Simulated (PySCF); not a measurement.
## GaS, PBE0: how much the basis matters

PySCF, UKS reference; doublet, unpaired electrons σ ↑; De to Ga + S without counterpoise correction.

```csv
basis,relativity,functions,Re (Å),ωe (cm⁻¹),De (eV),μ (D)
def2-SVP,no relativity,50,2.071,475,3.70,-3.15
cc-pVTZ-PP/cc-pV(T+d)Z,scalar-relativistic core potentials,78,2.072,457,3.66,-3.38
def2-TZVPP,no relativity,90,2.070,469,3.74,-3.39
```

(1) How does each smaller set differ from the one with most functions, def2-TZVPP?

A positive dipole means Ga(−)S(+). Spin–orbit coupling is left out. The state was picked by a PBE0 search and need not be the measured ground state.

Answers

(1) def2-SVP: +0.1 pm, +1.3 % in ωe, -0.04 eV in De; cc-pVTZ-PP/cc-pV(T+d)Z: +0.2 pm, -2.6 % in ωe, -0.08 eV in De. All at PBE0; the set with most functions is neither the basis-set limit nor always the best. The rows treat relativity differently, so the differences are not basis effects alone.
